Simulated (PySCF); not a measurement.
OsF6, SMILES [F][Os]([F])([F])([F])([F])[F] (connectivity only; charge and spin as stated), neutral, multiplicity 3.

The structure is a stationary point at r2SCAN-D4/def2-SVP. The multiplicity is an assumed one; other spin states were not compared. The isomer is the one that the SMILES or the coordinates give; other isomers of the formula were not compared. The def2 effective core potentials stand for the cores of Os; spin–orbit coupling is left out.

These are r2SCAN-D4/def2-SVP (PySCF) values and carry that method's errors.

Frequencies are harmonic and unscaled.

Modes within 1.5 cm⁻¹ of each other (mostly degenerate sets) share a row, with their intensities summed.

| mode | ν (cm⁻¹) | IR (km/mol) | moving atoms (share of kinetic energy) |
|---|---|---|---|
| 1–2 | 162 | 6.4 | F 98 % |
| 3 | 217 | 0.0 | F 100 % |
| 4–5 | 226 | 0.0 | F 100 % |
| 6 | 262 | 19.0 | F 80 %, Os 20 % |
| 7–9 | 279 | 30.2 | F 82 %, Os 18 % |
| 10–11 | 584 | 0.0 | F 100 % |
| 12–14 | 723 | 325.2 | F 83 %, Os 17 % |
| 15 | 730 | 163.2 | F 82 %, Os 18 % |
